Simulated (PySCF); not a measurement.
Energy of Cr⁻ (chromium, charge -1) between two integer charges

The 4s beta orbital of [Ar] 3d5 4s2 is emptied in steps (occupation f), with all orbitals relaxed, ending at [Ar] 3d5 4s1. Computed with PySCF 2.14 in aug-pcseg-2, with the non-relativistic Hamiltonian (point nucleus). The exact energy is a straight line in f; departures are measured from the line between the end points of the same method.

```json
{"f": "1", "UHF (eV)": "0.000", "LDA (eV)": "0.000", "PBE (eV)": "0.000"}
{"f": "0.8", "UHF (eV)": "0.007", "LDA (eV)": "-0.299", "PBE (eV)": "-0.269"}
{"f": "0.6", "UHF (eV)": "0.009", "LDA (eV)": "-0.459", "PBE (eV)": "-0.410"}
{"f": "0.4", "UHF (eV)": "0.009", "LDA (eV)": "-0.470", "PBE (eV)": "-0.412"}
{"f": "0.2", "UHF (eV)": "0.005", "LDA (eV)": "-0.318", "PBE (eV)": "-0.271"}
{"f": "0", "UHF (eV)": "0.000", "LDA (eV)": "0.000", "PBE (eV)": "0.000"}
```

Task: For UHF, how does the orbital energy at f = 1 compare with the removal energy?

Result: −ε = -0.286 eV against a total-energy difference of -0.335 eV. By Janak's theorem ε = ∂E/∂f, so the gap between them reflects the curvature. Along the path −ε is -0.313 (f = 0.8), -0.332 (f = 0.6), -0.346 (f = 0.4), -0.357 (f = 0.2) eV.

| method | E(f=0) − E(f=1) (eV) | −ε at f=1 (eV) | −ε at f=0.4 (eV) |
| --- | --- | --- | --- |
| UHF | -0.335 | -0.286 | -0.346 |
| LDA | 0.661 | -1.158 | 1.006 |
| PBE | 0.408 | -1.243 | 0.750 |

As f goes to zero the orbital energy of a semilocal functional can turn back, because the density of that orbital vanishes from the exchange-correlation potential.

At f = 1 the orbital energy is positive for UHF, LDA, PBE: only the finite basis holds the electron.

Reference removal energy between the ground levels: 0.676 eV (measured; photodetachment measurements, as compiled on the Wikipedia data page of electron affinities). UHF lacks correlation.
